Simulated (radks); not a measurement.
The numbers below are computed, except where a source is named.
Coulomb parameter of the 5d shell of the rhenium ion Re+ in the model configuration [Xe] 4f14 5d3.5 6s1 6p1.5, as a second difference U = [E(n + 0.25) + E(n - 0.25) - 2 E(n)] / (0.25)^2 with all orbitals relaxed. "Bare": the charge of the atom changes with n. "Screened": the 6p shell takes up the change at fixed total charge, which measures U(5d,5d) + U(6p,6p) - 2 U(5d,6p). Code: a radial shooting solver on a logarithmic mesh with Libxc functionals. Model: scalar-relativistic Kohn-Sham, PBE, spin-unpolarised, spherical densities, point nucleus.

case	configuration	E - E(n) (eV)
start	[Xe] 4f14 5d3.5 6s1 6p1.5	0.000
bare +0.25	[Xe] 4f14 5d3.75 6s1 6p1.5	-4.139
bare -0.25	[Xe] 4f14 5d3.25 6s1 6p1.5	4.787
screened +0.25	[Xe] 4f14 5d3.75 6s1 6p1.25	-2.161
screened -0.25	[Xe] 4f14 5d3.25 6s1 6p1.75	2.288

U(bare) = 10.365 eV, U(screened by 6p) = 2.041 eV, against the Slater integral F0(5d,5d) = 14.272 eV with frozen orbitals.
